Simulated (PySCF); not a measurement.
Si(CF3)(OH)3 (CH3F3O3Si), SMILES FC(F)([Si](O)(O)O)F. Heavy atoms are numbered as in [OH:1][Si:2]([OH:3])([OH:4])[C:5]([F:6])([F:7])[F:8]. Hydrogens are named by the atom that carries them.

Coordinates come from a PBE0-D3(BJ)/def2-SVP optimisation. Other conformers were not sampled.

Computed with PBE/pcSseg-1 (PySCF).

GIAO shieldings, no solvent; atoms alike by connectivity are averaged. δ = σ(ref) − σ: ¹⁷O against H2O (σ = 334.3 ppm); ²⁹Si against TMS (σ = 335.4 ppm); ¹³C against TMS (σ = 182.0 ppm); ¹⁹F against CFCl3 (σ = 133.6 ppm); ¹H against TMS (σ = 31.49 ppm), references at their B3LYP-D3(BJ)/def2-TZVP geometries, non-relativistic.

```
atoms    nucleus  count  δ (ppm)
-------  -------  -----  -------
O1 (OH)      ¹⁷O      3     51.7
Si2         ²⁹Si      1    -63.0
C5           ¹³C      1      ___
F6           ¹⁹F      3   -107.3
H on O1       ¹H      3      ___
```

Question: Fill in the missing entries. (An estimate is asked for; the answer gives what the named calculation found.)

Answer: 
- H on O1, δ (ppm): 2.37
- C5, δ (ppm): 137.9
